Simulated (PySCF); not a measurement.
Excitations are Tamm–Dancoff values on a coarser integration grid. The basis has no diffuse functions, so Rydberg states are missing or too high.

Z-matrix (Å, degrees):
```
N
C 1 1.3449
C 1 1.3450 2 120.36
C 3 1.3910 1 121.41 2 1.85
H 4 1.0909 3 119.84 1 179.71
C 2 1.3911 1 121.41 3 -1.84
H 6 1.0909 2 119.84 1 -179.73
H 3 1.0923 1 115.64 2 -177.47
H 2 1.0923 1 115.64 3 177.47
C 6 1.3971 7 121.42 2 179.52
H 10 1.0925 6 120.34 7 0.50
Al 1 1.9841 2 119.84 9 -2.00
F 12 1.6707 1 106.10 2 -90.43
F 12 1.6771 13 114.57 1 108.29
F 12 1.6771 13 114.63 14 143.40
```
Charge 0, multiplicity 1.

Give the S1 excitation (TDA), total energy and charge on the central atom (meta-Löwdin) at the level PySCF 2.14.0 with PBE-D3(BJ)/def2-TZVP // B3LYP-D3(BJ)/def2-SVP.


The S1 excitation (TDA) is 4.57 eV and the total energy is -21498.36 eV. The charge on the central atom (meta-Löwdin) comes out as 1.29 e.
